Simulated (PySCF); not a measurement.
C6H11N.
Numbering: `[CH3:1][N:2]([CH3:3])[C@:4]12[CH2:5][C@H:6]1[CH2:7]2` (hydrogens: H8, H9, H10 on C1; H11, H12, H13 on C3; H14, H15 on C5; H16 on C6; H17, H18 on C7)

The geometry is computed with GFN2-xTB (gas phase).

(1) List the bond lengths, angles and torsions at this level.

## Answers

(1) 
```csv
bond,length (bohr)
"C1–N2, N2–C3",2.742
N2–C4,2.653
C4–C5,2.852
"C5–C6, C6–C7",2.836
C4–C6,2.790
C4–C7,2.834
C1–H8 and 3 like bonds,2.058
"C1–H10, C3–H11",2.079
"C5–H14, C7–H17",2.051
"C5–H15, C7–H18",2.046
C6–H16,2.018
```

Bonds in one row agree within 0.02 bohr and their mean is given. A selection of angles:
```csv
angle,degrees
N2–C1–H8,108.8
N2–C1–H10,112.8
H8–C1–H9,108.9
C1–N2–C3,112.3
C1–N2–C4,112.4
C3–N2–C4,114.0
H11–C3–H13,108.4
N2–C4–C5,134.9
N2–C4–C6,136.6
N2–C4–C7,129.1
C5–C4–C6,60.5
C5–C4–C7,96.0
C4–C5–C6,58.7
C4–C5–H14,119.7
C4–C5–H15,117.8
C6–C5–H14,119.1
C6–C5–H15,117.5
H14–C5–H15,113.6
C5–C6–C7,96.3
C5–C6–H16,132.0
C4–C6–C5,60.8
C4–C6–H16,136.8
```

Dihedral angles: C1–N2–C4–C5 -87° (synclinal); N2–C4–C5–C6 -128° (anticlinal); C4–C5–C6–C7 -51° (synclinal); C5–C6–C7–C4 51° (synclinal); N2–C4–C6–C5 126° (anticlinal); N2–C4–C7–C6 128° (anticlinal).

The 3-membered ring C4–C5–C6 has internal angles of 58.7° to 60.8°. The 3-membered ring C4–C6–C7 has internal angles of 59.0° to 60.6°. The 5 C–C bonds span 1.476 Å (C4–C6, drawn single) to 1.509 Å (C4–C5, drawn single), a spread of 0.033 Å. N2 (tertiary amine nitrogen) is pyramidal (angles 114.0°, 112.4° and 112.3°, sum 338.7°, 0.39 Å off the plane of its three neighbours). The C–N distances run from 1.404 Å (N2–C4, drawn single) to 1.453 Å (C1–N2, drawn single), a spread of 0.049 Å. Of the pairs four or more bonds apart, H14···H17 is among the closest relative to their van der Waals radii: 2.34 Å, 98 % of the sum of Bondi's values.

Point group: C1 (no symmetry element, even within 0.4 Å). Whether it is a minimum is left open (no frequencies). One conformer, not necessarily the lowest.
